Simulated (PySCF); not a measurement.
Dipole response of Pd (palladium, neutral)

[Kr] 4d9 5s1, high-spin 3D determinant (an excited configuration). Calculation: PySCF 2.14, in aug-cc-pVTZ-PP with ECP28MDF (6s6p5d3f2g, 88 functions); scalar relativity through the core potential. Coupled (time-dependent) response in atomic units; α is the mean over directions.

```json
{"method": "UHF", "mean α (bohr³)": "86.29", "α xx, yy, zz": "88.61, 88.61, 81.66", "C₆ (like pair)": "740.6", "S(−4)": "7049"}
{"method": "PBE", "mean α (bohr³)": "49.34", "α xx, yy, zz": "49.49, 49.49, 49.04", "C₆ (like pair)": "401.9", "S(−4)": "1718"}
{"method": "PBE0", "mean α (bohr³)": "53.99", "α xx, yy, zz": "54.45, 54.45, 53.06", "C₆ (like pair)": "439.2", "S(−4)": "2209"}
{"method": "r2SCANh", "mean α (bohr³)": "63.51", "α xx, yy, zz": "63.81, 63.81, 62.90", "C₆ (like pair)": "552.2", "S(−4)": "2968"}
```

S(−4) is the Cauchy moment in α(ω) = α(0) + S(−4) ω² + …

Spin-orbit coupling is absent.

α(iu) at UHF:

| u (hartree) | α(iu) (bohr³) |
| --- | --- |
| 0 | 86.29 |
| 0.0500 | 72.04 |
| 0.100 | 49.98 |
| 0.200 | 26.28 |
| 0.300 | 17.20 |
| 0.500 | 10.28 |
| 0.750 | 6.925 |
| 1.00 | 5.173 |
| 1.50 | 3.273 |
| 2.00 | 2.266 |
| 3.00 | 1.265 |
| 5.00 | 0.5473 |

A single London oscillator, α(iu) = α/(1 + u²/ω²), gives C₆ = (3/4) ω α². Matching the computed C₆ needs ω = 4 × 740.6 / (3 × 86.29²) = 0.133 hartree.

The components differ because the open shell of this determinant is not spherical; for a pure term their mean is the scalar polarisability.

Energies and moments cover only the electrons outside the core potential.
